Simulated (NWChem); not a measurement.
System: SiNH5O3; SMILES N[Si](O)(O)O

NWChem input:

```
start job
memory heap 200 mb stack 900 mb global 1100 mb
geometry units angstroms noautoz
  N      0.773542     1.557350    -0.119800
  Si    -0.045599     0.065584     0.009455
  O     -0.718066    -0.346188     1.469303
  O      1.122358    -1.053785    -0.329791
  O     -1.354924     0.069563    -1.011220
  H      1.753359     1.602886     0.132948
  H      0.299880     2.435512     0.050763
  H     -1.679678    -0.353667     1.467989
  H      0.976648    -1.903970     0.095021
  H     -1.176029     0.421520    -1.888022
end
basis spherical
  N library 6-31g*
  Si library 6-31g*
  O library 6-31g*
  H library 6-31g*
end
dft
  xc scan
  grid coarse
  iterations 150
  mulliken
end
task dft gradient
```

Output (shortened):

```
             Northwest Computational Chemistry Package (NWChem) 7.3.0
             --------------------------------------------------------

 C1  symmetry detected

                             Geometry "geometry" -> ""
                             -------------------------

 Output coordinates in angstroms (scale by  1.889725989 to convert to a.u.)

  No.       Tag          Charge          X              Y              Z
 ---- ---------------- ---------- -------------- -------------- --------------
    1 N                    7.0000    -0.74531168     1.37265992     0.69158745
    2 Si                  14.0000     0.00783597     0.00397715     0.00417146
    3 O                    8.0000     0.61567651    -1.16003562     1.01833534
    4 O                    8.0000     1.28039368     0.63849801    -0.83854944
    5 O                    8.0000    -1.10328524    -0.83721244    -0.89801199
    6 H                    1.0000    -0.17418783     2.16635749     0.95589435
    7 H                    1.0000    -1.56241231     1.28383785     1.28241156
    8 H                    1.0000     0.13577486    -1.99285077     0.98886273
    9 H                    1.0000     2.02566371     0.03680572    -0.92251453
   10 H                    1.0000    -1.65963985    -0.28844948    -1.45835800

 Effective nuclear repulsion energy (a.u.)     265.6000705602

                                 NWChem DFT Module
                                 -----------------

 Summary of "ao basis" -> "ao basis" (spherical)
 ------------------------------------------------------------------------------
       Tag                 Description            Shells   Functions and Types
 ---------------- ------------------------------  ------  ---------------------
 N                           6-31g*                  6       14   3s2p1d
 Si                          6-31g*                  8       18   4s3p1d
 O                           6-31g*                  6       14   3s2p1d
 H                           6-31g*                  2        2   2s

            General Information
            -------------------
          SCF calculation type: DFT
          Wavefunction type:  closed shell.
          No. of atoms     :    10
          No. of electrons :    50
           Alpha electrons :    25
            Beta electrons :    25
          Charge           :     0
          Spin multiplicity:     1
          Use of symmetry is: off; symmetry adaption is: off
          Maximum number of iterations: 150
          AO basis - number of functions:    84
                     number of shells:    42
          Convergence on energy requested:  1.00D-06
          Convergence on density requested:  1.00D-05
          Convergence on gradient requested:  5.00D-04

              XC Information
              --------------
                         SCAN Method XC Functional
                  SCAN metaGGA Exchange Functional  1.000
                        SCAN Correlation Potential  1.000

             Grid Information
             ----------------
          Grid used for XC integration:  coarse
          Radial quadrature: Mura-Knowles
          Angular quadrature: Lebedev.
          Tag              B.-S. Rad. Rad. Pts. Rad. Cut. Ang. Pts.
          ---              ---------- --------- --------- ---------
          N                   0.65       35           9.0       302
          Si                  1.10       70           7.0       302
          O                   0.60       35           9.0       302
          H                   0.35       35          10.0       302
          Grid pruning is: on
          Number of quadrature shells:   385
          Spatial weights used:  Erf1

      Superposition of Atomic Density Guess
      -------------------------------------

 Sum of atomic energies:        -569.86526516

      Non-variational initial energy
      ------------------------------

 Total energy =    -571.728875
 1-e energy   =   -1313.878402
 2-e energy   =     476.549456
 HOMO         =      -0.365876
 LUMO         =       0.039168

     ---------------------------------------------
      Total Density - Mulliken Population Analysis
     ---------------------------------------------

    Atom       Charge   Shell Charges
 -----------   ------   -------------------------------------------------------
    1 N    7     8.20   2.00  0.82  2.67  0.81  1.89  0.01
    2 Si  14    12.32   2.00  2.00  5.97  0.68  1.09  0.04  0.21  0.34
    3 O    8     9.02   2.00  0.93  3.14  0.90  2.04  0.01
    4 O    8     9.01   2.00  0.93  3.14  0.90  2.03  0.01
    5 O    8     9.02   2.00  0.93  3.14  0.90  2.04  0.01
    6 H    1     0.55   0.40  0.15
    7 H    1     0.55   0.40  0.15
    8 H    1     0.44   0.35  0.09
    9 H    1     0.44   0.35  0.09
   10 H    1     0.44   0.35  0.09

   convergence    iter        energy       DeltaE   RMS-Dens  Diis-err
 ---------------- ----- ----------------- --------- --------- ---------
 d= 0,ls=0.0,diis     1   -572.8365476955 -8.38D+02  1.58D-02  1.21D+00
 d= 0,ls=0.0,diis     2   -572.7700553259  6.65D-02  9.02D-03  1.97D+00
 d= 0,ls=0.0,diis     3   -572.9530791045 -1.83D-01  1.34D-03  4.05D-02
 d= 0,ls=0.0,diis     4   -572.9561755968 -3.10D-03  5.91D-04  5.95D-03
 d= 0,ls=0.0,diis     5   -572.9567676499 -5.92D-04  1.41D-04  5.06D-04
  Resetting Diis
 d= 0,ls=0.0,diis     6   -572.9568229272 -5.53D-05  1.34D-05  1.56D-06
 d= 0,ls=0.0,diis     7   -572.9568230634 -1.36D-07  1.03D-05  3.95D-07
 d= 0,ls=0.0,diis     8   -572.9568230171  4.63D-08  6.14D-06  8.98D-07

         Total DFT energy =     -572.956823017077
      One electron energy =    -1319.411489753679
           Coulomb energy =      536.465345262212
    Exchange-Corr. energy =      -55.610749085816
 Nuclear repulsion energy =      265.600070560207

 Numeric. integr. density =       49.999985069046

                       DFT Final Molecular Orbital Analysis
                       ------------------------------------

 Vector   23  Occ=2.000000D+00  E=-2.794050D-01
              MO Center=  6.0D-01, -5.5D-01,  6.0D-01, r^2= 2.3D+00
   Bfn.  Coefficient  Atom+Function         Bfn.  Coefficient  Atom+Function
  ----- ------------  ---------------      ----- ------------  ---------------
    37      0.451738   3 O  pz               41      0.345556   3 O  pz
    50     -0.262114   4 O  py               35     -0.246408   3 O  px
    54     -0.196674   4 O  py               39     -0.192862   3 O  px
     5      0.139388   1 N  pz                9      0.126765   1 N  pz
    36      0.116661   3 O  py               49     -0.110387   4 O  px

 Vector   24  Occ=2.000000D+00  E=-2.676294D-01
              MO Center=  6.2D-02, -6.6D-02, -7.0D-01, r^2= 2.9D+00
   Bfn.  Coefficient  Atom+Function         Bfn.  Coefficient  Atom+Function
  ----- ------------  ---------------      ----- ------------  ---------------
    51      0.322773   4 O  pz               63      0.323509   5 O  px
    65     -0.279717   5 O  pz               67      0.251986   5 O  px
    55      0.246884   4 O  pz               69     -0.215569   5 O  pz
    50      0.211061   4 O  py               49      0.205055   4 O  px
    53      0.157317   4 O  px               54      0.153096   4 O  py

 Vector   25  Occ=2.000000D+00  E=-2.245094D-01
              MO Center= -5.4D-01,  1.0D+00,  5.5D-01, r^2= 2.1D+00
   Bfn.  Coefficient  Atom+Function         Bfn.  Coefficient  Atom+Function
  ----- ------------  ---------------      ----- ------------  ---------------
     5      0.420225   1 N  pz                9      0.356979   1 N  pz
     3      0.244147   1 N  px                4     -0.222122   1 N  py
     7      0.207821   1 N  px                8     -0.196696   1 N  py
    35      0.156548   3 O  px               51     -0.126372   4 O  pz
    39      0.116210   3 O  px               37     -0.114712   3 O  pz

 Vector   26  Occ=0.000000D+00  E= 3.992035D-02
              MO Center= -1.7D-01, -1.2D-01, -3.2D-02, r^2= 5.7D+00
   Bfn.  Coefficient  Atom+Function         Bfn.  Coefficient  Atom+Function
  ----- ------------  ---------------      ----- ------------  ---------------
    24      1.035683   2 Si s                 6     -0.758642   1 N  s
    66     -0.554039   5 O  s                38     -0.525564   3 O  s
    52     -0.486857   4 O  s                84      0.410379  10 H  s
    80      0.382416   8 H  s                82      0.363850   9 H  s
    78      0.351871   7 H  s                76      0.306493   6 H  s

[...]

                         DFT ENERGY GRADIENTS

    atom               coordinates                        gradient
                 x          y          z           x          y          z
   1 N      -1.408435   2.593951   1.306911   -0.000106  -0.001799   0.000954
   2 Si      0.014808   0.007516   0.007883   -0.000883   0.001760   0.000258
   3 O       1.163460  -2.192149   1.924375   -0.002901  -0.005094   0.000368
   4 O       2.419593   1.206586  -1.584629    0.005418  -0.004717  -0.001413
   5 O      -2.084907  -1.582102  -1.696997   -0.003108   0.003868  -0.004665
   6 H      -0.329167   4.093822   1.806378    0.000887   0.001634   0.000091
   7 H      -2.952531   2.426102   2.423406   -0.001526   0.000264   0.000650
   8 H       0.256577  -3.765942   1.868680    0.003297   0.004239   0.000685
   9 H       3.827949   0.069553  -1.743300   -0.003837   0.003843  -0.000049
  10 H      -3.136265  -0.545090  -2.755897    0.002759  -0.003997   0.003121
```

Level: SCAN/6-31G* (spherical d). All runs use the structure optimised with PBE0/def2-SVP.
